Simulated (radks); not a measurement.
Values are calculated unless marked as measured or tabulated.
Successive ionisation energies (eV) of one element, from differences of total energies of ions in their ground configurations, starting at charge 0: 9.929, 18.576, 27.967, 49.470, 62.955, 121.97, 151.42, 182.71, 215.67, 250.17, 297.34, 336.42, 376.98, 418.92, 462.15, 587.69, 628.56, 669.26, 724.12, 767.66, 810.91, 899.66. Code: a radial shooting solver on a logarithmic mesh with Libxc functionals. Model: non-relativistic Kohn-Sham, PBE, spin-polarised, spherical densities, point nucleus; open shells are filled with parallel spins first. Which element is it?

Answer. Arsenic (Z = 33). The first species listed is As in [Ar] 3d10 4s2 4p3, the last As21+ in [Ne] 3s2.
